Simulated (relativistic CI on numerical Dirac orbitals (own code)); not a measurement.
Ir40+: q coefficients and field-shift factors

These numbers are calculated, not measured: Dirac-Coulomb-Breit CI, orbitals from a KLI potential per configuration, derivatives by finite differences, unscaled Slater integrals, QED left out (own radial code, finite nucleus).

Configurations in the expansion (outside the closed core [Ar] 3d10): 4s²4p⁶4d, 4s²4p⁶4f, 4s²4p⁵4d², 4s4p⁶4d², 4s²4p⁵4d4f, 4s4p⁶4d4f. Double excitations out of closed p, d and f shells are left out; levels of such configurations are missing from the list, as are those of other unlisted configurations, and high levels can miss mixing partners.

With x = (α/α₀)² − 1 an excitation energy changes as ω = ω₀ + qx; K = 2q/ω₀ is the relative enhancement. Terms are leading LS components, so labels can repeat. The field-shift factor is F = δν/δ⟨r²⟩ for the transition from the lowest level.

Lowest level 4s²4p⁶4d ²D3/2.

| Level | ω₀ (cm⁻¹) | q (cm⁻¹) | F (GHz/fm²) |
| --- | --- | --- | --- |
| 4s²4p⁶4d ²D5/2 | 190918 | 194300 | 6.06 |
| 4s²4p⁵4d² ⁴D°3/2 | 1319346 | 64260 | 12.9 |
| 4s²4p⁵4d² ⁴D°1/2 | 1322172 | 78920 | 13.6 |
| 4s²4p⁵4d² ⁴F°5/2 | 1349042 | 67940 | 12.6 |
| 4s²4p⁵4d² ⁴G°7/2 | 1363794 | 62140 | 11.3 |
| 4s²4p⁵4d² ⁴P°3/2 | 1429874 | 78700 | 12.9 |
| 4s²4p⁵4d² ⁴D°5/2 | 1486502 | 252100 | 18 |
| 4s²4p⁵4d² ⁴G°9/2 | 1512558 | 253200 | 16.6 |
| 4s²4p⁵4d² ⁴D°7/2 | 1516189 | 259100 | 17.8 |
| 4s²4p⁵4d² ⁴D°3/2 | 1534986 | 259100 | 18.8 |
| 4s²4p⁵4d² ⁴P°5/2 | 1539296 | 258200 | 18.5 |
| 4s²4p⁵4d² ²H°11/2 | 1549372 | 259300 | 16.7 |
| 4s²4p⁵4d² ²G°7/2 | 1558113 | 252900 | 18.5 |
| 4s²4p⁵4d² ⁴P°1/2 | 1575995 | 257400 | 18.5 |
| 4s²4p⁵4d² ²F°7/2 | 1596852 | 258800 | 19.4 |
| 4s²4p⁵4d² ⁴D°5/2 | 1601753 | 256600 | 19 |
| 4s²4p⁵4d² ⁴S°3/2 | 1612816 | 258200 | 19.4 |
| 4s²4p⁵4d² ²G°9/2 | 1619778 | 261700 | 19.3 |
| 4s²4p⁵4d² ²F°5/2 | 1659141 | 243400 | 21.8 |
| 4s²4p⁵4d² ⁴G°11/2 | 1706262 | 436600 | 22.1 |
| 4s²4p⁵4d² ²D°3/2 | 1711486 | 303600 | 6.93 |
| 4s²4p⁵4d² ²F°7/2 | 1727596 | 412800 | 23.2 |
| 4s²4p⁵4d² ²D°5/2 | 1728182 | 445300 | 24.2 |

At this charge energies of transitions that change n are usually good to better than 1 %, and those within a shell (Δn = 0) to a few per cent.

Which transition from the lowest level has the largest |K|?

4s²4p⁶4d ²D5/2 at 190918 cm⁻¹, K = 2.04.
